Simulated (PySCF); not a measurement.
C6H6FO: g tensor and hyperfine couplings

Compound: C6H6FO (doublet state).
Cartesian coordinates in Å at the GFN2-xTB level; atoms count from 1:
```xyz
14
C6H6FO angstrom
C      2.235    0.034   -0.597
C      1.371    0.964    0.137
F      1.874    1.174    1.419
C     -0.074    0.535    0.275
C     -0.545   -0.623   -0.182
C     -1.917   -1.075   -0.074
C     -2.898   -0.413    0.473
O     -3.788    0.160    0.947
H      2.178   -0.012   -1.665
H      2.924   -0.588   -0.064
H      1.377    1.964   -0.337
H     -0.705    1.236    0.803
H      0.124   -1.305   -0.688
H     -2.156   -2.050   -0.470
```

The hyperfine couplings belong to this conformer and change with its torsions.

The species is `[CH2][C@H](F)/C=C/C=C=O` [radical].

Theory: PySCF 2.14.0, UKS B3LYP, pcH-1 on C F H O, non-relativistic, mean-field spin-orbit, GIAO. One conformer (not necessarily the lowest) at the GFN2-xTB geometry, without solvent, vibrations or thermal averaging. The geometry wasn't refined by DFT: couplings that depend on bond lengths, twists or pyramidal angles can differ widely from those at the functional's own minimum. The SCF solution wasn't tested for stability.

```
g1, g2, g3                      : 2.00215, 2.00273, 2.00289
g_iso                           : 2.00259
Form of g                       : rhombic: the two nearest values differ by 22 % of g3 − g1
⟨S²⟩                            : 0.7536 (exact 0.7500)
α and β electrons               : 30, 29
HOMO–LUMO gap, α and β orbitals : 4.50, 4.03 eV
Total energy                    : -407.21971 Eh
```

Isotropic coupling and dipolar principal values T1 to T3, in MHz:

| atom | isotope | a_iso | T1 | T2 | T3 | Mulliken spin population |
| --- | --- | --- | --- | --- | --- | --- |
| C1 | 13C | 88.3 | -82.0 | -81.4 | 163.4 | 1.07 |
| C2 | 13C | -37.1 | -1.9 | -0.4 | 2.3 | -0.07 |
| F3 | 19F | 9.2 | -17.1 | -10.8 | 27.9 | 0.00 |
| C4 | 13C | 64.9 | -4.6 | -4.6 | 9.2 | 0.04 |
| C5 | 13C | 9.9 | -2.9 | -0.1 | 3.0 | 0.00 |
| C6 | 13C | -0.8 | -0.3 | -0.2 | 0.6 | 0.00 |
| C7 | 13C | 1.9 | -0.5 | 0.2 | 0.3 | 0.00 |
| O8 | 17O | 0.0 | -0.6 | 0.0 | 0.6 | 0.00 |
| H9 | 1H | -63.3 | -39.5 | -0.6 | 40.1 | -0.04 |
| H10 | 1H | -65.7 | -39.7 | -0.1 | 39.9 | -0.05 |
| H11 | 1H | 90.8 | -5.6 | -4.1 | 9.7 | 0.03 |
| H12 | 1H | 4.0 | -3.4 | -1.8 | 5.2 | 0.00 |
| H13 | 1H | -1.7 | -7.8 | -3.7 | 11.5 | 0.01 |
| H14 | 1H | 2.8 | -0.9 | -0.7 | 1.6 | 0.00 |

The Mulliken spin populations are largest on C1 (+1.07) and C2 (-0.07). No atom but C1 exceeds +0.15. The positive populations add up to 1.17 and the negative ones to -0.17, together 2S = 1. The angles at C1 add up to 360.0°, so it is planar; its axial dipolar tensor and the negative couplings of its protons fit spin in a p orbital normal to that plane.

Axes: g2 points within 13° of the C1–C2 bond.

Under fast tumbling the dipolar parts average out, and these isotropic splittings remain: 1 × 1H (H11, I = 1/2, 2 lines) with 3.24 mT, 2 × 1H (H9/H10, I = 1/2, 3 lines) with 2.30 mT, 1 × 19F (F3, I = 1/2, 2 lines) with 0.33 mT, 1 × 1H (H12, I = 1/2, 2 lines) with 0.14 mT, 1 × 1H (H14, I = 1/2, 2 lines) with 0.10 mT and 1 × 1H (H13, I = 1/2, 2 lines) with 0.06 mT.

Means are taken over nuclei equivalent by connectivity, which assumes that they swap fast.

The 13C coupling of C1 (88.3 MHz) shows only in satellite lines or after enrichment, since that isotope makes up about 1.07 % of natural carbon.

The spin density at the nucleus, in bohr⁻³, is negative for C2 (-0.0330) and H9/H10 (-0.0144), for instance. A restricted open-shell determinant has no negative spin density anywhere; here it arises because α and β orbitals differ (spin polarisation).
